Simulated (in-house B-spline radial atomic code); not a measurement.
Results of a calculation; reference values are marked as such.
Making a Troullier-Martins p channel for Ti, r_c = 1.14 bohr

Ti, [Ar] 3d2 4s2, non-relativistic LDA (VWN5), spherical and spin-unpolarised, from a B-spline radial code for spherical atoms (atomic units). The all-electron 3p level is ε = -1.422948 hartree, its outermost node lies just inside 0.38 bohr and its outer maximum at 0.90 bohr.

Inside r_c the pseudo-orbital is u(r) = r^2 exp(p(r)), with p = c0 + c2 r² + c4 r⁴ + … + c12 r¹². The seven coefficients follow from p and its first four derivatives at r_c, from zero curvature of the screened potential at the origin, c4 = −c2²/(2l + 5), and from the norm inside r_c. At r_c the all-electron orbital has P = 0.9365081, P' = -0.6598102, the screened potential V = -2.93067, V' = 5.649817, V'' = -15.15573, and the norm inside is Q = 0.6012409.

Problem. What are p, p' and p'' at r_c?

Solution. p = ln(P/r_c^2) = ln(0.9365081/1.2996) = -0.32765. p' = P'/P − 2/r_c = -0.70454 − 1.75439 = -2.45893. The radial equation gives p'' = 2(V − ε) − 2(2) p'/r_c − p'² = -3.01544 − (-8.62782) − 6.04633 = -0.43395. Differentiating, p''' = 2V' + 2(2)p'/r_c² − 2(2)p''/r_c − 2p'p'' = 3.1199, and p'''' = 2V'' − 4(2)p'/r_c³ + 4(2)p''/r_c² − 2(2)p'''/r_c − 2p''² − 2p'p''' = -15.686.

For a trial c2 the five matching conditions are linear in c0, c6, c8, c10 and c12, and c2 is varied until the norm inside r_c equals Q. The root nearest zero gives:

```json
{"n": "0", "c_n": "1.150063"}
{"n": "2", "c_n": "-0.9503415"}
{"n": "4", "c_n": "-0.1290213"}
{"n": "6", "c_n": "-0.5252435"}
{"n": "8", "c_n": "0.784864"}
{"n": "10", "c_n": "-0.3875797"}
{"n": "12", "c_n": "0.06768617"}
```

Problem. Check c4 and p(r_c), and find the screened pseudopotential at the origin.

Solution. −c2²/7 = -0.129021, as listed. The terms c_n r_c^n are 1.15006, -1.23506, -0.21791, -1.15290, 2.23889, -1.43684, 0.32611, which sum to -0.32765. Inverting the radial equation, V_l(r) = ε + 2 p'/r + (p'' + p'²)/2, so V_l(0) = ε + (2l + 3) c2 = -1.422948 + 5 × (-0.950341) = -6.1747 hartree, finite where the all-electron potential diverges.

Orbitals and screened potentials:

| r (bohr) | P | u | V all-electron | V pseudo |
| --- | --- | --- | --- | --- |
| 0.114 | -0.4446 | 0.04054 | -136.0 | -6.177 |
| 0.285 | -0.3143 | 0.2372 | -37.19 | -6.241 |
| 0.456 | 0.3206 | 0.5342 | -17.4 | -6.441 |
| 0.627 | 0.7928 | 0.8239 | -9.898 | -6.488 |
| 0.798 | 1.001 | 0.9986 | -6.231 | -5.77 |
| 0.969 | 1.02 | 1.02 | -4.168 | -4.25 |
| 1.14 | 0.9365 | 0.9365 | -2.931 | -2.931 |

Logarithmic derivatives P'/P at R = 1.44 bohr, for energies E around ε:

```csv
E − ε (hartree),all-electron,pseudo
-0.5,0.0646043,0.0634062
-0.25,-0.43239,-0.432836
-0.1,-0.810079,-0.810172
0,-1.10914,-1.10914
0.1,-1.45843,-1.45857
0.25,-2.11262,-2.11387
0.5,-3.81291,-3.82313
```

Problem. With P(R) = 0.7078757 and a norm of 0.8068064 inside R, what slope in energy does norm conservation fix?

Solution. d(P'/P)/dE = −2 × (norm inside R)/P(R)² = -3.2202 per hartree·bohr at E = ε, for both atoms, since orbital and norm agree at R. Differences over ±0.1 hartree give -3.2418 (all-electron) and -3.2420 (pseudo), which also hold third-order terms. Half a hartree below ε the two curves differ by -0.0012.
